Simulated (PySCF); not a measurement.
Ne⁺ (neon, charge +1) across methods

[He] 2s1 2p6, 2S determinant (an excited configuration). Computed with PySCF 2.14 in def2-QZVPPD, with no relativity, point nucleus. The B2PLYP total includes its PT2 part (frozen core); its orbital energies are those of the SCF part.

```csv
method,E (hartree),mean ε 2s α (eV),mean ε 2p α (eV),mean ε 2p β (eV),Σ⟨r²⟩ (bohr²),⟨S²⟩
B2PLYP,-127.1878,-66.656,-40.026,-35.779,7.022,0.753
r2SCAN,-127.2041,-59.192,-34.414,-31.819,6.992,0.752
PBE,-127.2056,-56.790,-33.371,-31.338,7.069,0.751
B97-3,-127.2327,-61.949,-36.813,-33.825,7.001,0.752
LDA,-126.5821,-56.373,-33.474,-31.543,7.086,0.751
TPSSh,-127.2691,-59.584,-34.919,-32.315,7.020,0.751
UHF,-126.73847,-75.218,-45.553,-39.079,6.983,0.756
PBEsol,-126.8722,-56.543,-33.273,-31.264,7.071,0.751
PBE0,-127.1634,-61.607,-36.618,-33.604,7.023,0.752
```
